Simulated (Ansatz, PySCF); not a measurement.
System: sum formula SiNH$_{2}$Cl$_{3}$ (charge 0, singlet). SMILES: N[Si](Cl)(Cl)Cl
Geometry from a B3LYP-D3(BJ)/def2-TZVP (Ansatz, a first-principles code) optimisation:
```
Si
N 1 1.6862
H 2 1.0075 1 121.09
H 2 1.0075 3 112.95 1 -155.52
Cl 1 2.0424 2 108.29 3 163.61
Cl 1 2.0424 2 108.29 3 42.85
Cl 1 2.0541 2 115.20 3 -76.77
```
Charge 0, spin multiplicity 1.

Property: atomisation energy (electronic, to ground-state atoms), in eV. Valence correlation only, unless marked. UHF or UKS for open shells. No spin-orbit coupling. Non-relativistic. The coupled-cluster limit lacks core correlation, which all-electron functionals hold. CBS(X,Y): correlation extrapolated as X^-3; Hartree-Fock from the larger set. The bracket is a focal-point correction in the basis named.

```json
[
 {"level": "HF-D3(BJ)/def2-TZVPD", "program": "PySCF + dftd3", "atomisation energy (eV)": "…"},
 {"level": "B97M-V/def2-TZVPD", "program": "Ansatz", "atomisation energy (eV)": "…"},
 {"level": "PBE0/def2-SVP", "program": "Ansatz", "atomisation energy (eV)": "24.18"},
 {"level": "BHLYP-D4/def2-TZVPD", "program": "Ansatz + dftd4", "atomisation energy (eV)": "…"},
 {"level": "TPSSh-D4/def2-TZVPD", "program": "PySCF + dftd4", "atomisation energy (eV)": "24.70"},
 {"level": "r2SCANh/def2-TZVPD", "program": "Ansatz", "atomisation energy (eV)": "24.59"},
 {"level": "r2SCAN0-D4/def2-TZVPD", "program": "Ansatz + dftd4", "atomisation energy (eV)": "24.40"},
 {"level": "M06-2X/def2-TZVPD", "program": "PySCF", "atomisation energy (eV)": "24.83"},
 {"level": "HSE06/def2-TZVPD", "program": "Ansatz", "atomisation energy (eV)": "24.57"},
 {"level": "CAM-B3LYP-D4/def2-TZVPD", "program": "Ansatz + dftd4", "atomisation energy (eV)": "…"},
 {"level": "B2GP-PLYP-D3(BJ)/def2-TZVPD", "program": "Ansatz + dftd3", "atomisation energy (eV)": "24.48"},
 {"level": "B2GP-PLYP/def2-TZVPD", "program": "Ansatz", "atomisation energy (eV)": "24.23"},
 {"level": "SCS-MP2/aug-cc-pV(D+d)Z", "program": "Ansatz", "atomisation energy (eV)": "22.90"},
 {"level": "CCSD/STO-3G", "program": "Ansatz", "atomisation energy (eV)": "21.28"},
 {"level": "RI-MP2/CBS(aug-cc-pV(T+d)Z,aug-cc-pV(Q+d)Z)+[CCSD(T)-MP2]/aug-cc-pV(T+d)Z", "program": "Ansatz", "atomisation energy (eV)": "24.88"}
]
```

Question: Complete the blanks.

Answer: 
- HF-D3(BJ)/def2-TZVPD, atomisation energy (eV): 19.24
- B97M-V/def2-TZVPD, atomisation energy (eV): 25.05
- BHLYP-D4/def2-TZVPD, atomisation energy (eV): 23.81
- CAM-B3LYP-D4/def2-TZVPD, atomisation energy (eV): 24.55
